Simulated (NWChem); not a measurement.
System: CH4Sn, singlet; SMILES [CH3][SnH]

NWChem input:

```
start job
memory heap 200 mb stack 900 mb global 1100 mb
geometry units angstroms noautoz
  Sn    -0.040819     0.341030     0.002662
  H      1.765200     0.398496     0.005234
  C     -0.019954    -1.883794     0.002467
  H      0.534053    -2.245382     0.895048
  H      0.536642    -2.245248    -0.888539
  H     -1.038068    -2.317746     0.001037
end
basis spherical
  * library def2-svp
end
ecp
  Sn library def2-ecp
end
dft
  xc r2scan
  iterations 150
  mulliken
end
task dft gradient
```

NWChem printed, in part:

```
             Northwest Computational Chemistry Package (NWChem) 7.3.0
             --------------------------------------------------------

 CS  symmetry detected

                             Geometry "geometry" -> ""
                             -------------------------

 Output coordinates in angstroms (scale by  1.889725989 to convert to a.u.)

  No.       Tag          Charge          X              Y              Z
 ---- ---------------- ---------- -------------- -------------- --------------
    1 Sn                  50.0000    -0.03365567     0.35215750     0.00000000
    2 H                    1.0000     1.77253821     0.40389966     0.00000000
    3 C                    6.0000    -0.01984186    -1.87272147     0.00000000
    4 H                    1.0000     0.53431169    -2.23600048     0.89179444
    5 H                    1.0000     0.53431169    -2.23600048    -0.89179444
    6 H                    1.0000    -1.03932701    -2.30344473     0.00000000

 Effective nuclear repulsion energy (a.u.)     125.2848104673

      Symmetry information
      --------------------

 Group name             Cs
 Group number              2
 Group order               2
 No. of unique centers     5

                                 NWChem DFT Module
                                 -----------------

 Summary of "ao basis" -> "ao basis" (spherical)
 ------------------------------------------------------------------------------
       Tag                 Description            Shells   Functions and Types
 ---------------- ------------------------------  ------  ---------------------
 Sn                         def2-svp                10       26   4s4p2d
 H                          def2-svp                 3        5   2s1p
 C                          def2-svp                 6       14   3s2p1d

      Symmetry analysis of basis
      --------------------------

        a'         41
        a"         19

            General Information
            -------------------
          SCF calculation type: DFT
          Wavefunction type:  closed shell.
          No. of atoms     :     6
          No. of electrons :    32
           Alpha electrons :    16
            Beta electrons :    16
          Charge           :     0
          Spin multiplicity:     1
          Use of symmetry is: on ; symmetry adaption is: on
          Maximum number of iterations: 150
          AO basis - number of functions:    60
                     number of shells:    28
          Convergence on energy requested:  1.00D-06
          Convergence on density requested:  1.00D-05
          Convergence on gradient requested:  5.00D-04

              XC Information
              --------------
                      r^2SCAN Method XC Functional
               r^2SCAN metaGGA Exchange Functional  1.000
                     r^2SCAN Correlation Potential  1.000

             Grid Information
             ----------------
          Grid used for XC integration:  medium
          Radial quadrature: Mura-Knowles
          Angular quadrature: Lebedev.
          Tag              B.-S. Rad. Rad. Pts. Rad. Cut. Ang. Pts.
          ---              ---------- --------- --------- ---------
          Sn                  1.45      123           9.0       590
          H                   0.35       45          11.0       434
          C                   0.70       49           9.0       434
          Grid pruning is: on
          Number of quadrature shells:   307
          Spatial weights used:  Erf1

      Superposition of Atomic Density Guess
      -------------------------------------

 Sum of atomic energies:        -288.71766957

      Non-variational initial energy
      ------------------------------

 Total energy =    -253.444173
 1-e energy   =    -550.075516
 2-e energy   =     235.321212
 HOMO         =      -0.220426
 LUMO         =      -0.069103

      Symmetry analysis of molecular orbitals - initial
      -------------------------------------------------

  Numbering of irreducible representations:

     1 a'          2 a"

  Orbital symmetries:

     1 a'          2 a'          3 a'          4 a'          5 a"
     6 a'          7 a'          8 a'          9 a"         10 a"
    11 a'         12 a'         13 a'         14 a"         15 a'
    16 a'         17 a"         18 a'         19 a'         20 a'
    21 a"         22 a'         23 a'         24 a'         25 a"
    26 a'

     ---------------------------------------------
      Total Density - Mulliken Population Analysis
     ---------------------------------------------

    Atom       Charge   Shell Charges
 -----------   ------   -------------------------------------------------------
    1 Sn  22    21.35   1.60  0.43  1.18  0.68  3.26  2.73  0.81  0.60  9.77  0.29
    2 H    1     1.26   0.70  0.56  0.01
    3 C    6     6.76   1.99  0.97  0.34  2.10  1.34  0.01
    4 H    1     0.87   0.65  0.20  0.03
    5 H    1     0.87   0.65  0.20  0.03
    6 H    1     0.88   0.66  0.19  0.03

   convergence    iter        energy       DeltaE   RMS-Dens  Diis-err
 ---------------- ----- ----------------- --------- --------- ---------
 d= 0,ls=0.0,diis     1   -254.7633677393 -3.16D+02  1.59D-02  1.46D-01
 d= 0,ls=0.0,diis     2   -254.7582665837  5.10D-03  7.70D-03  1.79D-01
 d= 0,ls=0.0,diis     3   -254.7860512778 -2.78D-02  1.92D-03  2.19D-02
 d= 0,ls=0.0,diis     4   -254.7891751081 -3.12D-03  8.06D-04  7.61D-04
 d= 0,ls=0.0,diis     5   -254.7893478926 -1.73D-04  1.66D-04  6.09D-05
  Resetting Diis
 d= 0,ls=0.0,diis     6   -254.7893591662 -1.13D-05  2.88D-05  1.21D-06
 d= 0,ls=0.0,diis     7   -254.7893594559 -2.90D-07  9.39D-06  4.99D-08

         Total DFT energy =     -254.789359455940
      One electron energy =     -552.025333979582
           Coulomb energy =      260.872585087776
    Exchange-Corr. energy =      -24.946741268583
 Nuclear repulsion energy =       61.310130704449

 Numeric. integr. density =       32.000001418255

                  Occupations of the irreducible representations
                  ----------------------------------------------

                     irrep           alpha         beta
                     --------     --------     --------
                     a'               12.0         12.0
                     a"                4.0          4.0

                       DFT Final Molecular Orbital Analysis
                       ------------------------------------

 Vector   14  Occ=2.000000D+00  E=-3.565258D-01  Symmetry=a"
              MO Center=  2.4D-01, -2.0D+00,  2.2D-15, r^2= 1.3D+00
   Bfn.  Coefficient  Atom+Function         Bfn.  Coefficient  Atom+Function
  ----- ------------  ---------------      ----- ------------  ---------------
    37      0.423936  3 C  pz                46      0.310067  4 H  s
    51     -0.310067  5 H  s                 40      0.206136  3 C  pz
    47      0.124826  4 H  s                 52     -0.124826  5 H  s
    13      0.064284  1 Sn pz                18      0.042856  1 Sn d -1
    16      0.033623  1 Sn pz

 Vector   15  Occ=2.000000D+00  E=-2.502087D-01  Symmetry=a'
              MO Center=  5.5D-01, -4.1D-01, -3.0D-15, r^2= 3.2D+00
   Bfn.  Coefficient  Atom+Function         Bfn.  Coefficient  Atom+Function
  ----- ------------  ---------------      ----- ------------  ---------------
    36     -0.317249  3 C  py                27      0.304087  2 H  s
    11      0.262403  1 Sn px                28      0.238274  2 H  s
    12      0.235446  1 Sn py                39     -0.204476  3 C  py
    56      0.132681  6 H  s                 34     -0.127807  3 C  s
    14      0.125530  1 Sn px                21     -0.113765  1 Sn d  2

 Vector   16  Occ=2.000000D+00  E=-2.010749D-01  Symmetry=a'
              MO Center= -3.5D-02,  1.7D-01, -9.4D-15, r^2= 3.5D+00
   Bfn.  Coefficient  Atom+Function         Bfn.  Coefficient  Atom+Function
  ----- ------------  ---------------      ----- ------------  ---------------
     3      0.373989  1 Sn s                  4      0.310190  1 Sn s
    12      0.296051  1 Sn py                11     -0.267656  1 Sn px
    36     -0.262741  3 C  py                27     -0.208296  2 H  s
    28     -0.193548  2 H  s                 39     -0.192309  3 C  py
    15      0.187983  1 Sn py                14     -0.179967  1 Sn px

 Vector   17  Occ=0.000000D+00  E=-1.187427D-01  Symmetry=a"
              MO Center= -2.3D-02,  3.4D-01, -6.5D-16, r^2= 3.3D+00
   Bfn.  Coefficient  Atom+Function         Bfn.  Coefficient  Atom+Function
  ----- ------------  ---------------      ----- ------------  ---------------
    13      0.592675  1 Sn pz                16      0.558622  1 Sn pz
    10     -0.183303  1 Sn pz                 7     -0.169806  1 Sn pz
    47     -0.100920  4 H  s                 52      0.100920  5 H  s
    46     -0.082411  4 H  s                 51      0.082411  5 H  s
    37     -0.066854  3 C  pz

[...]

                         DFT ENERGY GRADIENTS

    atom               coordinates                        gradient
                 x          y          z           x          y          z
   1 Sn     -0.063600   0.665481   0.000000   -0.003983   0.003292   0.000000
   2 H       3.349612   0.763260   0.000000    0.004051   0.000270   0.000000
   3 C      -0.037496  -3.538930   0.000000   -0.000382   0.000618   0.000000
   4 H       1.009703  -4.225428   1.685247    0.002346  -0.001321   0.003704
   5 H       1.009703  -4.225428  -1.685247    0.002346  -0.001321  -0.003704
   6 H      -1.964043  -4.352879   0.000000   -0.004378  -0.001538   0.000000
```

Level: r2SCAN/def2-SVP with def2 effective core potentials on Sn. Low-valent species are run as closed-shell singlets; no triplet was tried in these runs. All runs use the structure optimised with PBE-D3(BJ)/def2-SVP. def2 effective core potentials on Sn; no spin-orbit coupling.
